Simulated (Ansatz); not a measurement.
`[CH3][Ga]([NH2])[Cl]` + NH₃ → `[NH2][Ga]([NH2])[Cl]` + CH₄ at 700 K and 1 bar (ligand exchange at a Ga–C bond).

Isolated molecules relaxed with PBE0-D4/def2-TZVP in Ansatz; ΔE leaves out vibrations. CBS: MP2 limit from def2 TZ/QZ plus the TZ coupled-cluster correction, frozen cores. This one scheme is used for every species. For Ga outer-core shells are correlated without core-valence functions, which leaves a few kJ/mol of doubt a bond. Scalar relativity is left out up to krypton. Each species was taken in one conformer, which may not be the lowest.

```json
{"species": "`[CH3][Ga]([NH2])[Cl]`", "CCSD(T)/CBS energy (Eh)": "-2479.57899", "H − E (kJ/mol)": "237.2", "S (J/(mol·K))": "466.4"}
{"species": "NH₃", "CCSD(T)/CBS energy (Eh)": "-56.50880", "H − E (kJ/mol)": "116.9", "S (J/(mol·K))": "226.5"}
{"species": "`[NH2][Ga]([NH2])[Cl]`", "CCSD(T)/CBS energy (Eh)": "-2495.64015", "H − E (kJ/mol)": "206.8", "S (J/(mol·K))": "444.0"}
{"species": "CH₄", "CCSD(T)/CBS energy (Eh)": "-40.46206", "H − E (kJ/mol)": "145.9", "S (J/(mol·K))": "224.0"}
```

H − E and S are ideal-gas, rigid-rotor, harmonic terms from PBE0-D4/def2-TZVP, for one conformer and one mirror image of each species. 1 Eh = 2625.50 kJ/mol, R = 8.31446 J/(mol·K).

Problem. By hand: ΔE, ΔH, ΔS and ΔG.

Solution. ΔE = (-2495.64015) + (-40.46206) − (-2479.57899) − (-56.50880) = -0.01442 Eh = -37.9 kJ/mol. Δ(H − E) = 206.8 + 145.9 − 237.2 − 116.9 = -1.4, so ΔH = -39.3 kJ/mol. ΔS = 444.0 + 224.0 − 466.4 − 226.5 = -24.9 J/(mol·K). ΔG = -39.3 − 700 × (-24.9)/1000 = -21.9 kJ/mol.

Problem. By hand: the equilibrium constant, and the temperature at which ΔG would vanish if ΔH and ΔS stayed fixed.

Solution. log₁₀ K = −ΔG/(RT ln 10) = 1.6. ΔG = 0 at ΔH/ΔS = 1578 K.

TΔS isn't small against ΔH here. A doubt of 5 kJ/mol in ΔE shifts log₁₀ K by 0.4 here. Other conformers and mirror images would add mixing entropy, several J/(mol·K) or more a flexible species. Modes under 60 cm⁻¹, often nearly free rotors, make the harmonic entropy too high. These are equilibria of isolated gas molecules and say nothing of rates. Largest T1 diagnostic: 0.012 (customary marks: 0.02 for closed shells, 0.045 for open ones).
